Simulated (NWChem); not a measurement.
System: CdHSF; SMILES [SH][Cd][F]

NWChem input:

```
start job
memory heap 200 mb stack 900 mb global 1100 mb
geometry units angstroms noautoz
  Cd    -0.495716     0.084762     0.000000
  F     -0.642199     2.025343     0.000000
  S     -0.345947    -2.247944     0.000000
  H      1.018293    -2.216948     0.000000
end
basis spherical
  Cd library def2-svp
  F library def2-svp
  S library def2-svp
  H library def2-svp
end
ecp
  Cd library def2-ecp
end
dft
  xc hcth407
  iterations 150
  mulliken
end
task dft energy
```

Output (shortened):

```
             Northwest Computational Chemistry Package (NWChem) 7.3.0
             --------------------------------------------------------

 CS  symmetry detected

                             Geometry "geometry" -> ""
                             -------------------------

 Output coordinates in angstroms (scale by  1.889725989 to convert to a.u.)

  No.       Tag          Charge          X              Y              Z
 ---- ---------------- ---------- -------------- -------------- --------------
    1 Cd                  48.0000    -0.01093528     0.30129959     0.00000000
    2 F                    9.0000    -0.00155690     2.24737871     0.00000000
    3 S                   16.0000    -0.04843740    -2.03590849     0.00000000
    4 H                    1.0000     1.31390385    -2.11425282     0.00000000

 Effective nuclear repulsion energy (a.u.)     325.5909127666

      Symmetry information
      --------------------

 Group name             Cs
 Group number              2
 Group order               2
 No. of unique centers     4

                                 NWChem DFT Module
                                 -----------------

 Summary of "ao basis" -> "ao basis" (spherical)
 ------------------------------------------------------------------------------
       Tag                 Description            Shells   Functions and Types
 ---------------- ------------------------------  ------  ---------------------
 Cd                         def2-svp                11       31   5s3p2d1f
 F                          def2-svp                 6       14   3s2p1d
 S                          def2-svp                 8       18   4s3p1d
 H                          def2-svp                 3        5   2s1p

      Symmetry analysis of basis
      --------------------------

        a'         48
        a"         20

            General Information
            -------------------
          SCF calculation type: DFT
          Wavefunction type:  closed shell.
          No. of atoms     :     4
          No. of electrons :    46
           Alpha electrons :    23
            Beta electrons :    23
          Charge           :     0
          Spin multiplicity:     1
          Use of symmetry is: on ; symmetry adaption is: on
          Maximum number of iterations: 150
          AO basis - number of functions:    68
                     number of shells:    28
          Convergence on energy requested:  1.00D-06
          Convergence on density requested:  1.00D-05
          Convergence on gradient requested:  5.00D-04

              XC Information
              --------------
                      HCTH407 Method XC Functional
                      HCTH407  Exchange Functional  1.000
                   HCTH407  Correlation Functional  1.000

             Grid Information
             ----------------
          Grid used for XC integration:  medium
          Radial quadrature: Mura-Knowles
          Angular quadrature: Lebedev.
          Tag              B.-S. Rad. Rad. Pts. Rad. Cut. Ang. Pts.
          ---              ---------- --------- --------- ---------
          Cd                  1.55      123           9.0       590
          F                   0.50       49          11.0       434
          S                   1.00       88          10.0       590
          H                   0.35       45          10.0       434
          Grid pruning is: on
          Number of quadrature shells:   305
          Spatial weights used:  Erf1

      Superposition of Atomic Density Guess
      -------------------------------------

 Sum of atomic energies:        -689.11279485

      Non-variational initial energy
      ------------------------------

 Total energy =    -664.127289
 1-e energy   =   -1286.141382
 2-e energy   =     471.744868
 HOMO         =      -0.311108
 LUMO         =      -0.074601

      Symmetry analysis of molecular orbitals - initial
      -------------------------------------------------

  Numbering of irreducible representations:

     1 a'          2 a"

  Orbital symmetries:

     1 a'          2 a'          3 a'          4 a'          5 a'
     6 a"          7 a'          8 a'          9 a'         10 a"
    11 a'         12 a'         13 a'         14 a'         15 a"
    16 a'         17 a"         18 a'         19 a"         20 a'
    21 a'         22 a'         23 a"         24 a'         25 a'
    26 a"         27 a'         28 a'         29 a'         30 a'
    31 a"         32 a'         33 a'

     ---------------------------------------------
      Total Density - Mulliken Population Analysis
     ---------------------------------------------

    Atom       Charge   Shell Charges
 -----------   ------   -------------------------------------------------------
    1 Cd  20    18.91  -0.37  1.62  0.74  0.51  0.23  5.95  0.16  0.08  9.12  0.86  0.00
    2 F    9     9.81   1.99  1.16  0.82  3.59  2.25  0.00
    3 S   16    16.49   2.00  1.99  1.21  0.64  5.94  1.78  2.91  0.02
    4 H    1     0.79   0.57  0.19  0.03

   convergence    iter        energy       DeltaE   RMS-Dens  Diis-err
 ---------------- ----- ----------------- --------- --------- ---------
 d= 0,ls=0.0,diis     1   -666.6426027095 -8.17D+02  4.81D-02  7.33D-01
 d= 0,ls=0.0,diis     2   -663.9458890535  2.70D+00  3.51D-02  2.75D+01
 d= 0,ls=0.0,diis     3   -666.7191209603 -2.77D+00  8.48D-03  2.05D-01
 d= 0,ls=0.0,diis     4   -666.7326366110 -1.35D-02  4.14D-03  7.76D-02
 d= 0,ls=0.0,diis     5   -666.7450947317 -1.25D-02  5.71D-04  7.94D-04
  Resetting Diis
 d= 0,ls=0.0,diis     6   -666.7451864419 -9.17D-05  1.86D-04  2.28D-04
 d= 0,ls=0.0,diis     7   -666.7452112129 -2.48D-05  1.71D-04  2.01D-05
 d= 0,ls=0.0,diis     8   -666.7451998715  1.13D-05  1.11D-04  1.21D-04
 d= 0,ls=0.0,diis     9   -666.7452138964 -1.40D-05  2.15D-05  3.05D-06
 d= 0,ls=0.0,diis    10   -666.7452142327 -3.36D-07  5.18D-06  1.87D-07

         Total DFT energy =     -666.745214232705
      One electron energy =    -1287.634173420884
           Coulomb energy =      523.233971517912
    Exchange-Corr. energy =      -52.614237111337
 Nuclear repulsion energy =      150.269224781604

 Numeric. integr. density =       45.999985261209

                  Occupations of the irreducible representations
                  ----------------------------------------------

                     irrep           alpha         beta
                     --------     --------     --------
                     a'               17.0         17.0
                     a"                6.0          6.0

                       DFT Final Molecular Orbital Analysis
                       ------------------------------------

 Vector   21  Occ=2.000000D+00  E=-2.832471D-01  Symmetry=a"
              MO Center= -2.6D-03,  2.0D+00, -7.0D-18, r^2= 1.2D+00
   Bfn.  Coefficient  Atom+Function         Bfn.  Coefficient  Atom+Function
  ----- ------------  ---------------      ----- ------------  ---------------
    37      0.638015  2 F  pz                40     -0.449957  2 F  pz
    16      0.142636  1 Cd d -1              14     -0.112137  1 Cd pz
    58     -0.084285  3 S  pz                11     -0.079233  1 Cd pz
    55     -0.068167  3 S  pz                 8      0.065287  1 Cd pz
    52     -0.038384  3 S  pz

 Vector   22  Occ=2.000000D+00  E=-2.819020D-01  Symmetry=a'
              MO Center= -2.3D-02,  2.0D+00, -7.7D-16, r^2= 1.4D+00
   Bfn.  Coefficient  Atom+Function         Bfn.  Coefficient  Atom+Function
  ----- ------------  ---------------      ----- ------------  ---------------
    35      0.635181  2 F  px                38     -0.447801  2 F  px
    15      0.174606  1 Cd d -2              12     -0.098032  1 Cd px
    57      0.086842  3 S  py                49     -0.072804  3 S  s
    54      0.067526  3 S  py                 9     -0.064738  1 Cd px
     4      0.058497  1 Cd s                 65      0.056932  4 H  s

 Vector   23  Occ=2.000000D+00  E=-2.327946D-01  Symmetry=a"
              MO Center= -2.2D-02, -1.8D+00, -1.1D-15, r^2= 2.1D+00
   Bfn.  Coefficient  Atom+Function         Bfn.  Coefficient  Atom+Function
  ----- ------------  ---------------      ----- ------------  ---------------
    58      0.621231  3 S  pz                55      0.446757  3 S  pz
    52      0.251679  3 S  pz                16      0.151769  1 Cd d -1
    37      0.124937  2 F  pz                40     -0.090186  2 F  pz
    14      0.088413  1 Cd pz                11      0.056209  1 Cd pz
     8     -0.051942  1 Cd pz

 Vector   24  Occ=0.000000D+00  E=-1.006034D-01  Symmetry=a'
              MO Center=  7.0D-02,  2.8D-02, -7.3D-17, r^2= 4.7D+00
   Bfn.  Coefficient  Atom+Function         Bfn.  Coefficient  Atom+Function
  ----- ------------  ---------------      ----- ------------  ---------------
     5      0.735901  1 Cd s                 57     -0.466897  3 S  py
     4      0.428946  1 Cd s                  2     -0.316970  1 Cd s
    49     -0.287706  3 S  s                 36     -0.256616  2 F  py
    54     -0.252919  3 S  py                19     -0.249993  1 Cd d  2
    39      0.197312  2 F  py                34     -0.184521  2 F  s

 Vector   25  Occ=0.000000D+00  E=-4.979082D-02  Symmetry=a'
              MO Center= -1.3D-01,  3.0D-01, -1.2D-15, r^2= 5.6D+00
   Bfn.  Coefficient  Atom+Function         Bfn.  Coefficient  Atom+Function
  ----- ------------  ---------------      ----- ------------  ---------------
    12      0.852916  1 Cd px                 9      0.305024  1 Cd px
    65     -0.249664  4 H  s                  6     -0.243163  1 Cd px
    49      0.179019  3 S  s                 35      0.161928  2 F  px
    64     -0.140732  4 H  s                 38     -0.139541  2 F  px
    48      0.064002  3 S  s                 59      0.051867  3 S  d -2

[...]
```

Level: HCTH/407/def2-SVP with def2 effective core potentials on Cd. Coordinates come from a PBE-D3(BJ)/def2-SVP optimisation. def2 effective core potentials on Cd; no spin-orbit coupling.
